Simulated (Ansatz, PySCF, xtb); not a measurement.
Stretching the B1–H3 bond in BFHI (SMILES FBI) (multiplicity 1 held, fragments rigid). Energies count from the point at 1.186 Å.
Geometry at that point (charge 0, multiplicity 1):
```xyz
4

B     -0.245    -1.333     0.806
F      0.792    -1.744     1.497
H     -1.260    -1.946     0.818
I     -0.088     0.459    -0.346
```

Unrestricted levels (U-) break spin symmetry where that is lower. Levels need not reach the same state.

Rows in 3-21G, LANL2DZ carry no dispersion term and start afresh at each structure; the Pople sets are all-electron and without relativity. LANL2DZ brings its own core potentials from Na on.

Run with Ansatz (an electronic-structure program); PySCF for 3-21G rows, LANL2DZ rows; xtb for the GFN methods. Values without a source in brackets are computed. In def2 rows elements past Kr take small-core potentials, without spin–orbit coupling. The GFN methods have no spin term and hold the electronic entropy of 300 K.

**Question.** One of these levels gives 87.30 kcal/mol for the energy at R = 3.794 Å. Which one is it?
(A) GFN2-xTB
(B) U-r2SCAN/def2-TZVPP
(C) U-HF/LANL2DZ
(D) R-HF/3-21G

**Answer.** C, U-HF/LANL2DZ. The others give 126.54 (GFN2-xTB), 189.37 (R-HF/3-21G), 102.06 (U-r2SCAN/def2-TZVPP)

Doubts at one or more of the structures used: a restricted determinant that unrestricted orbitals would lower (R-HF/3-21G); a spin-contaminated determinant (U-HF/LANL2DZ, U-r2SCAN/def2-TZVPP).
